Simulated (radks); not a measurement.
Results of a calculation; reference values are marked as such.
Question: The mean radii <r> (bohr) of the occupied orbitals of an atom or ion are listed with their occupations. Level of theory: Dirac Kohn-Sham, LB94 model potential, spin-unpolarised, spherical densities, finite nucleus; Fermi nuclear charge, rms radius of each element as measured or else 0.836 A^(1/3) + 0.57 fm (a radial shooting solver on a logarithmic mesh with Libxc functionals).

orbital  occ.      <r>
1s1/2       2  0.07660
2s1/2       2   0.3630
2p1/2       2   0.3240
2p3/2       4   0.3266
3s1/2       2    1.157
3p1/2       2    1.258
3p3/2       4    1.266
4s1/2       1    3.328

Name the element and its charge. Open shells, if any, fill j = l - 1/2 first.

Answer: Z = 20, calcium, charge +1: Ca+ in [Ar] 4s1. The 1s radius gives Z: for a bare nucleus <r> = (2 gamma + 1)/(2Z) with gamma = sqrt(1 - (Z/c)^2), 0.07446 bohr for Z = 20, and screening makes it slightly larger (0.07660 here). The occupations add up to 19, and the charge is Z minus that.
